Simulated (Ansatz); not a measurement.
A structure relaxed at PBE0-D4/def2-TZVP in Ansatz, charge 0, doublet:

Cartesian coordinates in Å:
```
Ga 0.565 -1.115 -1.177
Ga -1.299 -0.368 0.406
In 0.735 1.483 0.771
```

**Question.** Give its formula and point group.

**Answer.** InGa2. Point group Cs (tolerance 0.1 Å).

**Question.** Summarise the bond lengths by kind (pairs closer than 1.2 times the sum of covalent radii, bridged metal pairs left out).

**Answer.** 1 × Ga–Ga 2.56 Å; 1 × Ga–In 2.77 Å.

In the def2 sets In takes a core potential; there is no spin–orbit coupling. The charge 0 doublet is spin-contaminated (final ⟨S²⟩ up to 1.63, 0.75 for a pure state). Another isomer (quartet) lies 0.18 eV lower at PBE0-D4/def2-TZVP; other spin states weren't run for this one.
